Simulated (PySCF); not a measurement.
## Removing the step error of a finite difference

System: C4H11B (SMILES CCBCC), singlet, at a GFN2-xTB geometry. Level: CAMB3LYP/6-31G, polarisability (PySCF). Sums are taken with unrounded values, so a last digit can differ.

Second differences of the energy in a field along z gave a polarisability along z of 56.579 bohr³ at step 0.005 and 56.703 bohr³ at step 0.02 (atomic units).

Extrapolate to zero step.

The leading error of a symmetric difference goes as h², so A(h) = A0 + c h². Then c = (56.703 - (56.579))/(0.02² - 0.005²) = 329 (atomic units) and A0 = 56.579 - c × 0.005² = 56.571 bohr³. The analytic value from the same program and level is 56.571 bohr³: the smaller step missed it by 0.008, the extrapolation by 0.000.
